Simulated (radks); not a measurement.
Results of a calculation; reference values are marked as such.
Spherical quantum dot in the effective-mass picture: electrons in a well V = -V0 / (1 + exp((r - R)/a)) with V0 = 1.56, R = 10.4, a = 0.78, with a point charge +2 (a donor) at the centre, all in effective atomic units (hartree* = m*/eps^2 hartree, bohr* = eps/m* bohr), one dielectric constant everywhere. Level of theory: non-relativistic Kohn-Sham, LDA (Slater exchange, Perdew-Wang correlation), spin-polarised, spherical densities (a radial shooting solver with Libxc functionals). Levels are named by radial order and angular momentum (1s, 1p, 1d, 2s, ...), and open shells are averaged over m. Results are scaled to m* = 0.054 and eps = 14.1, for which hartree* = 7.391 meV and bohr* = 13.82 nm.

N = 3, configuration 1s2 2s(up 1, down 0). This is the lowest configuration that the search found (a dilute case). Occupied and some empty levels:

level    occupation  eigenvalue (meV)  <r> (nm)
1s up             1           -14.254     13.45
1s down           1           -14.222     13.41
2s up             1           -10.568     74.87
2s down           0           -10.372     75.60
1p up             0           -10.323     77.06
1p down           0           -10.132     77.81
1d up             0           -9.7812     86.48
1d down           0           -9.6013     87.67
1f up             0           -9.1617     92.74
1f down           0           -8.9987     93.89
2p up             0           -8.8929     73.68
2p down           0           -8.7651     73.01
1g up             0           -8.4592     97.76
1g down           0           -8.3134     98.77

Energy (meV): total -55.0033, kinetic 21.059, external -86.582, Hartree 18.408, exchange-correlation -7.8896.
